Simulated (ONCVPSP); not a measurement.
**germanium (Ge): one change to an ONCV potential, before and after**

Ge (Z = 32), optimised norm-conserving Vanderbilt (ONCV), made with ONCVPSP 4.0.1 (LDA (Perdew-Zunger), fully relativistic). Core [Ne], reference 3s2 3p6 3d10 4s2 4p2. Waves: 3s+4s: rc 0.95 bohr, ncon 4, nbas 9, qcut 14.8 1/bohr, 2 projectors; 3p+4p: rc 0.90 bohr, ncon 4, nbas 7, qcut 12.9 1/bohr, 3 projectors, debl 3 Ha; 3d: rc 0.85 bohr, ncon 4, nbas 9, qcut 22.5 1/bohr, 2 projectors, debl 0.8 Ha. Local part: polynomial inside 0.75 bohr (lpopt 5, dvloc0 0 Ha). Core correction: none.

Open shells are filled in proportion to 2j + 1.

In the d channel the program set the typed energies aside and used -1.077, 0.250 Ha (j = l + 1/2; the other j can differ).

All-electron outer shells of the reference configuration (LDA (Perdew-Zunger), scalar-relativistic, ld1.x):

```json
{"shell": "2s", "level (eV)": "-1369.45", "outermost node (bohr)": "0.06", "outermost maximum (bohr)": "0.18"}
{"shell": "2p", "level (eV)": "-1198.06", "outermost node (bohr)": "–", "outermost maximum (bohr)": "0.14"}
{"shell": "3s", "level (eV)": "-167.73", "outermost node (bohr)": "0.26", "outermost maximum (bohr)": "0.54"}
{"shell": "3p", "level (eV)": "-115.38", "outermost node (bohr)": "0.23", "outermost maximum (bohr)": "0.54"}
{"shell": "3d", "level (eV)": "-29.55", "outermost node (bohr)": "–", "outermost maximum (bohr)": "0.50"}
{"shell": "4s", "level (eV)": "-11.95", "outermost node (bohr)": "0.77", "outermost maximum (bohr)": "1.73"}
{"shell": "4p", "level (eV)": "-4.05", "outermost node (bohr)": "0.82", "outermost maximum (bohr)": "2.19"}
```

Change: s: qcut 11.2; p: qcut 9.8; d: qcut 17.1.

Cutoffs: the cutoffs (Ha) at which the residual kinetic energy of the hardest occupied pseudo-wave falls to 1 and 0.1 mHa per electron; they do not see the model core or the augmentation charge, which bear on the density cutoff. Errors are all-electron minus pseudo energies relative to the spin-unpolarised reference configuration.

Task: How do hardness, ghosts and transferability respond?

Result: The potential gets softer (168 Ha and 191 Ha → 125 Ha and 171 Ha); a bound ghost appears in p, which as a rule spoils a file; of the 4 tests that both files solve, the error grows in 4 and shrinks in 0 by more than 15 % and 0.3 meV (median size 1.6 → 7.5 meV).

| quantity | base | changed |
| --- | --- | --- |
| cutoff, loose | 168 Ha | 125 Ha |
| cutoff, tight | 191 Ha | 171 Ha |
| loose cutoff by channel | s 73 Ha, p 62 Ha, d 168 Ha | s 51 Ha, p 89 Ha, d 125 Ha |
| bound ghosts | none | p1/2 |
| GHOST(+) flags under 300 eV | none | none |
| largest miss of a reference level, eV | 0.00 | 0.13 |
| error for 3s2 3p6 3d10 4s2 4p1, meV [ΔE 7.64 eV] | +0.8 | +4.1 |
| error for 3s2 3p6 3d10 4s2 4p0, meV [ΔE 23.36 eV] | +2.3 | +11 |
| error for 3s2 3p6 3d10 4s1 4p0, meV [ΔE 58.58 eV] | +5.2 | +16 |
| error for 3s2 3p6 3d10 4s1 4p3, meV [ΔE 8.04 eV] | +0.2 | -2.5 |
| s: phases at 0.96 bohr within 0.05 rad from the reference energy up to (Ha; the scan ends near 5) | to the end of the scan | to the end of the scan |
| p3/2: phases at 0.91 bohr within 0.05 rad from the reference energy up to (Ha; the scan ends near 5) | to the end of the scan | to the end of the scan |
| p1/2: phases at 0.91 bohr within 0.05 rad from the reference energy up to (Ha; the scan ends near 5) | to the end of the scan | to the end of the scan |
| d5/2: phases at 0.86 bohr within 0.05 rad from the reference energy up to (Ha; the scan ends near 5) | to the end of the scan | to the end of the scan |
| d3/2: phases at 0.86 bohr within 0.05 rad from the reference energy up to (Ha; the scan ends near 5) | to the end of the scan | to the end of the scan |

 A true bound ghost makes a file unfit for plane-wave use even where its test errors are small: the radial tests pick states by their node count and pass the ghost by.
